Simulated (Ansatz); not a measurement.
**Which method gave which barrier?**

Saddle point of SiH3SF3, singlet (SiHSF₃ ([F][Si]([F])([F])[SH]) + H₂ → SiHF₃ ([F][SiH]([F])[F]) + H₂S; bonds formed: Si1–H7, S2–H6; bonds broken: Si1–S2, H6–H7), PBE0-D4/def2-TZVP structure:

```xyz
8
angstrom
Si -0.2684 0.2288 -0.5917
S 0.9432 -1.2326 0.8486
F 0.8445 0.0439 -1.7265
F -0.1312 1.8031 -0.4173
F -1.5019 -0.4130 -1.3531
H -0.3741 -0.4898 1.1777
H -1.1609 0.2309 0.7776
H 1.6485 -0.1714 1.2847
```

Computed with Ansatz 0.2.0 (basis: def2-TZVPP, with def2-QZVPP for the basis limit); correlated methods freeze the cores. Extrapolation: Hartree–Fock as exp(−7.88 √X), correlation as X^−2.97. Four methods, as single points on the PBE0-D4 structures, gave these electronic barriers from the start structure: 2.277, 2.352, 2.723, 3.298 eV.

(1) The methods were, in alphabetical order, BHLYP-D4, BLYP-D4, HF, r2SCAN-D4. Which gave which? (A judgement: the text doesn't fix the answer.)

T1 diagnostic: at most 0.013.

Results:

(1) The calculation gives: r2SCAN-D4 2.277; BLYP-D4 2.352; BHLYP-D4 2.723; HF 3.298 eV. For comparison, CCSD(T) at an estimated basis limit (MP2 extrapolated from triple and quadruple zeta, plus CCSD(T) − MP2 in triple zeta) gives 2.588 eV.

Labels in which every atom is bracketed show which atoms are joined, not bond orders.

For scale, one of the runs: CCSD(T)/def2-TZVPP, 219 basis functions, launched by `ansatz run in.yaml --threads 4 --pin off --events-out ev --progress --plain --max-ram 9574MiB`. The run took 110 s on 4 CPU threads of an Arm Neoverse V2 (shared host), with 3.4 GiB of host memory at its peak.
